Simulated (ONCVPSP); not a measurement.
# Cutoff test, hydrogen (H), ONCV

```json
{"Element": "hydrogen", "Generator": "ONCVPSP 4.0.1", "Type": "optimised norm-conserving Vanderbilt (ONCV)", "Functional": "LDA (Perdew-Wang 92)", "Relativity": "scalar-relativistic", "Frozen core": "none", "Valence charge": "1", "Reference configuration": "1s1", "Partial waves": "1s: rc 1.05 bohr, ncon 4, nbas 8, qcut 7.4 1/bohr, 2 projectors, debl 3.2 Ha", "Local potential": "polynomial inside 0.65 bohr (lpopt 5, dvloc0 0 Ha)", "Core correction": "none"}
```

Question: For each optimised wave give the share of its norm inside rc, the residual kinetic energy above qcut (Ha) and the cutoffs (Ha) for errors of 10, 1, 0.1 and 0.01 mHa per electron.

Answer:

```csv
wave,norm inside rc,residual KE,10 mHa,1 mHa,0.1 mHa,0.01 mHa
1s,0.306,4.1e-05,8.3,16.7,24.3,78.7
s projector 2,0.094,2.0e-04,11.9,21.8,30.2,86.0
```

The occupied waves need 17 Ha and 24 Ha for 1 and 0.1 mHa.
